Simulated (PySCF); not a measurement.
Li (SMILES [Li-]), charge -1, singlet (in this run its highest filled SCF level lies above zero, so its values depend strongly on the basis, on diffuse functions most of all). Base run: PySCF with M062X/def2-SV(P).

PySCF was given this input:
```python
from pyscf import gto, scf, dft

mol = gto.Mole()
mol.atom = '''
    Li    0.000000    0.000000    0.000000
'''
mol.basis = 'def2-sv(p)'
mol.charge = -1
mol.spin = 0
mol.verbose = 3
mol.build()

mf = dft.RKS(mol)
mf.xc = 'm062x'
mf.kernel()
mf.analyze()
```

The base run was repeated with changes; each row names its change, and settings that it needs were set with it.

```json
[
 {"change": "base", "E (Eh)": "-7.48847", "HOMO (eV)": "0.42", "HOMO-LUMO gap (eV)": "4.27", "core-seconds (rough)": "0.4", "outcome": "converged"},
 {"change": "functional = mn15", "E (Eh)": "-", "HOMO (eV)": "-", "HOMO-LUMO gap (eV)": "-", "core-seconds (rough)": "-", "outcome": "not converged"},
 {"change": "functional = pbe; dispersion = d3bjm", "E (Eh)": "-7.47054", "HOMO (eV)": "1.19", "HOMO-LUMO gap (eV)": "2.73", "core-seconds (rough)": "0.3", "outcome": "converged"},
 {"change": "functional = b3lyp; dispersion = d3bjm", "E (Eh)": "-7.50242", "HOMO (eV)": "0.92", "HOMO-LUMO gap (eV)": "3.44", "core-seconds (rough)": "0.3", "outcome": "converged"},
 {"change": "functional = m06l", "E (Eh)": "-7.49648", "HOMO (eV)": "1.01", "HOMO-LUMO gap (eV)": "4.09", "core-seconds (rough)": "0.4", "outcome": "converged"},
 {"change": "functional = o3lyp", "E (Eh)": "-7.49677", "HOMO (eV)": "1.12", "HOMO-LUMO gap (eV)": "3.24", "core-seconds (rough)": "0.6", "outcome": "converged"},
 {"change": "functional = lda,vwn", "E (Eh)": "-7.35409", "HOMO (eV)": "1.18", "HOMO-LUMO gap (eV)": "2.68", "core-seconds (rough)": "0.3", "outcome": "converged"},
 {"change": "functional = camb3lyp", "E (Eh)": "-7.47945", "HOMO (eV)": "0.14", "HOMO-LUMO gap (eV)": "5.06", "core-seconds (rough)": "0.3", "outcome": "converged"},
 {"change": "functional = lc_wpbe", "E (Eh)": "-7.48050", "HOMO (eV)": "-0.67", "HOMO-LUMO gap (eV)": "6.54", "core-seconds (rough)": "0.5", "outcome": "converged"},
 {"change": "functional = hse06", "E (Eh)": "-7.47734", "HOMO (eV)": "1.05", "HOMO-LUMO gap (eV)": "3.09", "core-seconds (rough)": "0.5", "outcome": "converged"},
 {"change": "functional = b97m_v", "E (Eh)": "-", "HOMO (eV)": "-", "HOMO-LUMO gap (eV)": "-", "core-seconds (rough)": "-", "outcome": "not converged"},
 {"change": "functional = b3lyp5", "E (Eh)": "-7.48951", "HOMO (eV)": "0.99", "HOMO-LUMO gap (eV)": "3.44", "core-seconds (rough)": "0.3", "outcome": "converged"},
 {"change": "functional = pbe0", "E (Eh)": "-7.47595", "HOMO (eV)": "0.71", "HOMO-LUMO gap (eV)": "3.76", "core-seconds (rough)": "0.3", "outcome": "converged"}
]
```

Totals shift with the method and basis; they matter in differences.
